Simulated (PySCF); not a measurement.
Chain-length series, silicon-germanium chain silyl/silyl (end groups after the name). All species are isolated molecules in the gas phase. One relaxed conformer stands for each flexible species; it need not be the lowest. Strings in code marks are SMILES.

The T1 excitation (TDA) from two functionals at the same geometries (PBE-D3(BJ)/def2-SVP), both in PySCF: PBE-D3(BJ)/def2-TZVP and PBE0-D3(BJ)/def2-TZVP. Excitations are Tamm–Dancoff values on a coarser integration grid. The basis has no diffuse functions, so Rydberg states are missing or too high.

```tsv
species	PBE0-D3(BJ)/def2-TZVP (eV)
n = 1 (`[SiH3][SiH2][GeH2][SiH3]` (Si–Si–Ge–Si torsion 179°))	5.25
n = 2 (`[SiH3][SiH2][GeH2][SiH2][GeH2][SiH3]`)	4.73
n = 3 (`[SiH3][SiH2][GeH2][SiH2][GeH2][SiH2][GeH2][SiH3]`)	4.46
```

### Question
What does PBE-D3(BJ)/def2-TZVP give for each?

### Answer

- n = 1 (`[SiH3][SiH2][GeH2][SiH3]` (Si–Si–Ge–Si torsion 179°)): 4.99
- n = 2 (`[SiH3][SiH2][GeH2][SiH2][GeH2][SiH3]`): 4.40
- n = 3 (`[SiH3][SiH2][GeH2][SiH2][GeH2][SiH2][GeH2][SiH3]`): 4.07
Over these rows, drawn at random from the members with no instability flagged (it was tested for open shells, ions and some series alone), PBE minus PBE0-D3(BJ): mean -0.33 eV, from -0.39 eV to -0.27 eV.
